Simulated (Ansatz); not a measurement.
The same path of CH₆FNOSi (11 atoms, charge 0, multiplicity 1) was run twice with different band settings. The coordinate that changes most is the dihedral H6–O1–C2–N3.

All numbers below come from Ansatz, RKS BHLYP/def2-SVP.

Relaxed end points:

```xyz
11
Properties=species:S:1:pos:R:3
O -1.117 -0.998 1.481
C 0.098 -1.006 0.803
N 0.539 0.291 0.372
Si 0.291 0.960 -1.178
F -1.260 1.367 -1.429
H -1.789 -0.633 0.907
H 0.820 -1.438 1.500
H 0.064 -1.658 -0.081
H 0.735 0.916 1.139
H 0.599 -0.050 -2.204
H 1.085 2.193 -1.290
```

```xyz
11
Properties=species:S:1:pos:R:3
O -1.158 -1.317 0.684
C 0.205 -1.034 0.740
N 0.539 0.313 0.367
Si 0.151 1.005 -1.151
F -1.375 1.540 -1.233
H -1.630 -0.691 1.229
H 0.619 -1.227 1.737
H 0.670 -1.742 0.049
H 0.736 0.928 1.140
H 0.308 -0.026 -2.188
H 0.999 2.192 -1.353
```

Common settings: spring 5.0 eV/Å²; optimiser quadratic models (default); start path IDPP; force threshold 0.05 eV/Å; iteration limit 60; end points relaxed.

| run | movable images | climbing image |
| --- | --- | --- |
| 1 | 5 | yes |
| 2 | 6 | no |

Problem. What does each run give, and how far can it be trusted?

Solution. Run 1: converged after 5 iterations, highest image 0.099 eV above the first end. A vibrational analysis at the climbing image gives one clearly imaginary mode, 337i cm⁻¹: a first-order saddle point.
Run 2: converged after 4 iterations, highest image 0.096 eV above the first end. No image climbed, so the highest image needn't sit at the top of the path.
